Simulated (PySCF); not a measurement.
## Distorted geometries of [OsO3(H2O)]2+

[OsO3(H2O)]2+ (singlet). PySCF 2.14.0, RKS PBE0, Os def2-SVP with ECP60, O def2-SVP, H def2-SVP; non-relativistic Hamiltonian with scalar-relativistic core potentials where named; density fitting; no spin-orbit coupling. Relaxed geometry:

```xyz
7

Os    0.0000   -0.2846   -0.2934
O     1.3341    0.0714   -1.2088
O     0.0000    0.7319    1.0180
O    -1.3341    0.0714   -1.2088
O     0.0000   -2.2048    0.3388
H     0.0000   -2.4930    1.2915
H     0.0000   -3.0104   -0.2468
```

Question: Order these distorted geometries by energy above the relaxed one, lowest first.
A.
```xyz
7

Os   -0.1059   -0.3887   -0.2190
O     1.2775   -0.0759   -1.3228
O     0.1006    0.6458    0.9150
O    -1.2652    0.1605   -1.2162
O     0.0642   -2.0097    0.5583
H    -0.0319   -2.5124    1.3477
H    -0.0393   -2.9377   -0.3726
```
B.
```xyz
7

Os   -0.0003   -0.0031   -0.2455
O     1.3874    0.0110   -1.1257
O     0.0514    0.6216    0.7191
O    -1.4153   -0.1211   -1.1881
O     0.0854   -2.1927    0.3253
H    -0.2267   -2.3689    1.2921
H     0.1181   -3.0650   -0.0865
```
C.
```xyz
7

Os    0.0265   -0.2754   -0.2821
O     1.3515    0.0210   -1.2109
O    -0.0798    0.7401    1.0221
O    -1.3047    0.0158   -1.2233
O     0.0148   -2.2097    0.3464
H     0.0001   -2.4322    1.2883
H    -0.0084   -2.9777   -0.2500
```

Answer: C (0.09 eV), A (3.26 eV), B (25.00 eV).

Question: Which forces (eV/Å) act in the one that lies 3.26 eV up?

Answer: 
```
Os    5.70   1.79 -11.67
O    -3.44  -1.80   3.62
O     0.74   6.21   7.11
O    -3.12   0.18  -0.81
O    -0.19  -7.62  -4.60
H    -0.28  -1.27   2.91
H     0.59   2.52   3.44
```
Forces carry noise of the integration grid, about 0.01 to 0.03 eV/Å.

A frequency check found unstable modes (1, the lowest at -38 cm⁻¹), so the relaxed geometry is a saddle point, or these are noise.
